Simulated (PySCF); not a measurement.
Coordinates in bohr (charge 1 multiplicity 1):
```
F     0.0000    0.0000   -2.4489
Zn    2.3637    0.0000    0.3667
Zn   -2.3637    0.0000    0.3667
```

All numbers come from PySCF, B3LYP, basis F def2-SVP, Zn def2-SVP (no relativity, density fitting).

This geometry of Zn₂F⁺ is a stationary point at this level.

**Question.** What is the point group?

**Answer.** C2v.

**Question.** Is it a minimum?

**Answer.** Yes: all harmonic wavenumbers are real.

**Question.** List the harmonic modes with their infrared intensities.

**Answer.** 
```
symmetry  ω (cm⁻¹)  IR (km/mol)
      a1       152          1.2
      b2       274          1.8
      a1       495         45.5
```

**Question.** Give the atomic charges and bond orders.

**Answer.** 
```
 atom  Mulliken  Löwdin  polar tensor  Mayer order to F1
   F1     -0.40   -0.36         -0.23                  –
Zn2,3      0.70    0.68          0.61               0.50
```
Other Mayer orders above 0.3: Zn–Zn 0.94.

In C2v the vibrations span 2a1 + b2. Here b1 is antisymmetric to the molecular plane and b2 lies in it.

Other isomers or separated fragments may lie lower. At this level a triplet minimum of D∞h symmetry lies 7 kJ/mol below this structure.
